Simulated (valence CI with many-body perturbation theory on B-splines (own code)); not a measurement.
# Er⁵⁴⁺: calculated level list

Level of theory: configuration interaction combined with many-body perturbation theory (CI+MBPT): four valence electrons over a frozen Dirac-Fock core [Ne], a basis of 11 s, 11 p, 9 d, 7 f, 5 g, 2 h, 1 i functions for each j, with the one-electron correlation potential Σ1, the two-electron term Σ2, the three-electron term Σ3, Breit, model QED; selected CI, second order for the rest (own B-spline code, finite nucleus).

No measured spectrum was set against this ion. As an estimate, large intervals hold to a few tenths of a per cent, small ones and those within an open d or f shell to about a per cent.

Levels 1 to 45 of 65, with energies above the lowest level, (3s^2 3p1/2^2) J=0. "Leading %" is the weight of the configuration and term that name the level; weights of strongly mixed levels are sums over their largest components and can fall short. In the jj column 3d3/2^4 stands for four electrons in 3d with j = 3/2. Lifetimes count E1, E2, E3, M1 and M2 decay at the calculated energies, and are blank where another channel may lead or the interval is too uncertain; long ones can be off by a factor of two.

```csv
No.,Configuration,Term,J,E (× 10³ cm⁻¹),Leading %,Second component,Lifetime,Leading jj
1,3s2.3p2,3P,0,0.00,69,30 % 3s2.3p2 1S,,3s^2 3p1/2^2 (99 %)
2,3s2.3p2,3P,1,1855.2,99,,12.7 ns,3s^2 3p1/2 3p3/2 (99 %)
3,3s2.3p2,1D,2,1923.7,64,36 % 3s2.3p2 3P,1.09 μs,3s^2 3p1/2 3p3/2 (99 %)
4,3s.3p3,3P°,2,3041.2,45,29 % 3s.3p3 5S°,49.2 ps,3s 3p1/2^2 3p3/2 (96 %)
5,3s.3p3,3D°,1,3247.5,30,23 % 3s.3p3 1P°,2.28 ps,3s 3p1/2^2 3p3/2 (83 %)
6,3s2.3p.3d,3F°,2,3451.1,74,20 % 3s2.3p.3d 1D°,135 ps,3s^2 3p1/2 3d3/2 (99 %)
7,3s2.3p.3d,3D°,1,3758.5,45,24 % 3s2.3p.3d 1P°,413 fs,3s^2 3p1/2 3d3/2 (84 %)
8,3s2.3p2,3P,2,3829.7,63,35 % 3s2.3p2 1D,5.06 ns,3s^2 3p3/2^2 (98 %)
9,3s2.3p2,1S,0,3978.1,68,30 % 3s2.3p2 3P,4.44 ns,3s^2 3p3/2^2 (98 %)
10,3s2.3p.3d,3P°,2,4026.3,44,33 % 3s2.3p.3d 3D°,4.58 ps,3s^2 3p1/2 3d5/2 (95 %)
11,3s2.3p.3d,3F°,3,4033.1,52,24 % 3s2.3p.3d 1F°,7.37 ps,3s^2 3p1/2 3d5/2 (97 %)
12,3s.3p2.3d,3D,1,4665.7,42,42 % 3s.3p2.3d 5F,23.1 ps,3s 3p1/2^2 3d3/2 (98 %)
13,3s.3p2.3d,3D,2,4717.1,29,20 % 3s.3p2.3d 5F,23.7 ps,3s 3p1/2^2 3d3/2 (96 %)
14,3s.3p3,3D°,2,4849.8,50,43 % 3s.3p3 5S°,3.10 ps,3s 3p1/2 3p3/2^2 (94 %)
15,3s.3p3,3D°,3,4976.3,93,4 % 3s2.3p.3d 3F°,4.89 ps,3s 3p1/2 3p3/2^2 (93 %)
16,3s.3p3,3P°,0,5063.5,87,12 % 3s2.3p.3d 3P°,2.78 ps,3s 3p1/2 3p3/2^2 (87 %)
17,3s.3p3,3P°,1,5165.8,36,21 % 3s.3p3 3D°,1.61 ps,3s 3p1/2 3p3/2^2 (83 %)
18,3s.3p3,1D°,2,5172.7,56,11 % 3s2.3p.3d 3D°,1.26 ps,3s 3p1/2 3p3/2^2 (73 %)
19,3s.3p2.3d,3D,3,5206.7,32,21 % 3s.3p2.3d 5D,6.01 ps,3s 3p1/2^2 3d5/2 (97 %)
20,3s.3p3,3S°,1,5250.9,33,24 % 3s.3p3 3P°,580 fs,3s 3p1/2 3p3/2^2 (96 %)
21,3s.3p2.3d,3F,2,5307.8,28,21 % 3s.3p2.3d 1D,5.38 ps,3s 3p1/2^2 3d5/2 (94 %)
22,3s2.3p.3d,3F°,3,5577.7,42,36 % 3s2.3p.3d 1F°,802 fs,3s^2 3p3/2 3d3/2 (93 %)
23,3s2.3p.3d,3D°,2,5596.7,41,18 % 3s.3p3 1D°,398 fs,3s^2 3p3/2 3d3/2 (73 %)
24,3s2.3p.3d,3P°,1,5603.6,48,32 % 3s2.3p.3d 3D°,500 fs,3s^2 3p3/2 3d3/2 (84 %)
25,3s2.3p.3d,3P°,0,5613.1,87,12 % 3s.3p3 3P°,583 fs,3s^2 3p3/2 3d3/2 (87 %)
26,3s2.3p.3d,3F°,4,5841.2,99,,10.4 ns,3s^2 3p3/2 3d5/2 (99 %)
27,3s2.3p.3d,3P°,2,5903.8,44,39 % 3s2.3p.3d 1D°,8.76 ps,3s^2 3p3/2 3d5/2 (94 %)
28,3s2.3p.3d,3D°,3,6086.4,57,39 % 3s2.3p.3d 1F°,2.11 ps,3s^2 3p3/2 3d5/2 (94 %)
29,3s2.3p.3d,1P°,1,6155.2,63,23 % 3s2.3p.3d 3P°,3.04 ps,3s^2 3p3/2 3d5/2 (95 %)
30,3p4,3P,2,6308.1,26,18 % 3s.3p2.3d 5F,3.45 ps,3s 3p1/2 3p3/2 3d3/2 (57 %)
31,3s.3p2.3d,5D,0,6368.1,72,14 % 3s.3p2.3d 3P,17.3 ps,3s 3p1/2 3p3/2 3d3/2 (90 %)
32,3s.3p2.3d,5D,1,6389.3,52,22 % 3s.3p2.3d 5F,24.3 ps,3s 3p1/2 3p3/2 3d3/2 (99 %)
33,3s.3p2.3d,5F,3,6426.9,45,35 % 3s.3p2.3d 3F,22.6 ps,3s 3p1/2 3p3/2 3d3/2 (96 %)
34,3s.3p2.3d,5F,2,6443.4,26,24 % 3p4 3P,1.68 ps,3s 3p1/2 3p3/2 3d3/2 (55 %)
35,3p4,1S,0,6515.8,43,25 % 3p4 3P,1.30 ps,3p1/2^2 3p3/2^2 (68 %)
36,3s.3p2.3d,3F,4,6546.4,29,29 % 3s.3p2.3d 3G,55.3 ps,3s 3p1/2 3p3/2 3d3/2 (92 %)
37,3s.3p2.3d,3F,2,6649.3,61,8 % 3s.3p2.3d 3P,1.40 ps,3s 3p1/2 3p3/2 3d3/2 (85 %)
38,3s.3p2.3d,3D,3,6691.0,30,22 % 3s.3p2.3d 5P,827 fs,3s 3p1/2 3p3/2 3d3/2 (87 %)
39,3s.3p2.3d,5P,1,6727.0,33,25 % 3s.3p2.3d 3P,725 fs,3s 3p1/2 3p3/2 3d3/2 (96 %)
40,3s.3p2.3d,5P,2,6733.6,25,24 % 3s.3p2.3d 3D,578 fs,3s 3p1/2 3p3/2 3d3/2 (85 %)
41,3s.3p2.3d,3G,3,6765.7,48,22 % 3s.3p2.3d 1F,845 fs,3s 3p1/2 3p3/2 3d3/2 (97 %)
42,3s.3p2.3d,3D,1,6778.5,41,21 % 3s.3p2.3d 1P,650 fs,3s 3p1/2 3p3/2 3d3/2 (93 %)
43,3s.3p2.3d,5D,4,6806.8,47,35 % 3s.3p2.3d 5F,209 ps,3s 3p1/2 3p3/2 3d5/2 (99 %)
44,3s.3p2.3d,3D,1,6935.0,54,12 % 3s.3p2.3d 3P,448 fs,3s 3p1/2 3p3/2 3d3/2 (81 %)
45,3s.3p2.3d,3P,2,6960.4,31,19 % 3s.3p2.3d 5D,2.46 ps,3s 3p1/2 3p3/2 3d5/2 (87 %)
```

The ionisation energy to 3s2.3p 2P°_1/2 of the next ion comes out as 5331.3 eV (NIST: 5329 ± 5 eV (theoretical)). All 65 levels together are meant to be complete up to 7652.8 × 10³ cm⁻¹.
